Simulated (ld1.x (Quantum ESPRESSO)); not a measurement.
**Ni (Z = 28), ultrasoft: configuration errors across variants**

| Quantity | Value |
| --- | --- |
| Element | Ni (Z = 28) |
| Generator | ld1.x (Quantum ESPRESSO) 7.5 |
| Type | ultrasoft |
| Functional | PBE |
| Relativity | fully relativistic |
| Frozen core | [Ar] |
| Valence charge | 10 |
| Reference configuration | 3d8 4s1.5 4p0.5 |
| Partial waves | 4s (bound): rcut 2.15, rcutus 2.40 bohr; 4s channel at 4.15 Ry: rcut 2.15, rcutus 2.40 bohr; 4p (bound): rcut 2.80, rcutus 3.15 bohr; 4p channel at 0.3 Ry: rcut 2.80, rcutus 3.15 bohr; 3d (bound): rcut 0.95, rcutus 1.00 bohr; 3d channel at 1.9 Ry: rcut 0.95, rcutus 1.00 bohr |
| Local potential | all-electron potential smoothed inside 1.40 bohr (lloc = -2) |
| Core correction | a·sin(br)/r model core inside 1.05 bohr |
| Augmentation charge | built from norm-conserving waves at rcut, not smoothed further |

Open shells are filled in proportion to 2j + 1 (rel_dist='average').

All-electron excitation energies from the reference (eV): (1) 3d8 4s2 4p0 -2.252; (2) 3d8 4s1 4p0 7.070; (3) 3d8 4s0 4p0 24.421; (4) 3d6 4s0 4p0 119.443; (5) 3d7 4s2 4p1 8.292; (6) 3d8 4s0 4p1 12.754; (7) 3d7 4s0 4p0 61.888.

The overlap operator is not positive definite (basis up to 400 Ry) in “all radii but the core radius scaled by about 1.38 (s 3.32, p 4.36, d 1.38 bohr, rcut 2.98/3.88/1.32); local potential all-electron potential smoothed inside 1.94 bohr (lloc = -2)”. Such files are unfit for use, however small their errors in these radial tests.

Errors AE − PS in meV (a dash: test not solved or not reliable):

```tsv
change	(1)	(2)	(3)	(4)	(5)	(6)	(7)	bound ghosts
base	+0.1	+0.3	-39	-864	-229	-11	-109	not determined
all radii but the core radius scaled by about 0.86 (s 2.06, p 2.70, d 0.86 bohr, rcut 1.84/2.40/0.82); local potential all-electron potential smoothed inside 1.20 bohr (lloc = -2)	–	–	–	–	–	–	–	not determined
all radii but the core radius scaled by about 0.95 (s 2.28, p 3.00, d 0.94 bohr, rcut 2.04/2.66/0.90); local potential all-electron potential smoothed inside 1.32 bohr (lloc = -2)	+0.7	+5.1	-39	-853	-280	-12	-102	not determined
all radii but the core radius scaled by about 1.12 (s 2.70, p 3.54, d 1.12 bohr, rcut 2.42/3.16/1.06); local potential all-electron potential smoothed inside 1.58 bohr (lloc = -2)	+0.7	+1.3	-38	-1667	-254	-7.4	-355	not determined
all radii but the core radius scaled by about 1.19 (s 2.86, p 3.76, d 1.20 bohr, rcut 2.56/3.34/1.14); local potential all-electron potential smoothed inside 1.68 bohr (lloc = -2)	+0.7	-0.5	-45	-3253	-548	-5.2	-751	not determined
all radii but the core radius scaled by about 1.28 (s 3.08, p 4.04, d 1.28 bohr, rcut 2.76/3.58/1.22); local potential all-electron potential smoothed inside 1.80 bohr (lloc = -2)	+0.3	-2.8	-54	-3653	-548	+12	–	not determined
all radii but the core radius scaled by about 1.38 (s 3.32, p 4.36, d 1.38 bohr, rcut 2.98/3.88/1.32); local potential all-electron potential smoothed inside 1.94 bohr (lloc = -2)	-1.1	-10	-71	–	–	–	–	not determined (overlap not positive)
```

**Question.** Give the same row for: all radii but the core radius scaled by about 0.78 (s 1.86, p 2.46, d 0.78 bohr, rcut 1.68/2.18/0.74); local potential all-electron potential smoothed inside 1.08 bohr (lloc = -2).

**Answer.** -0.5, -4.1, -36, -912, -229, -10, -119; bound ghosts: none.
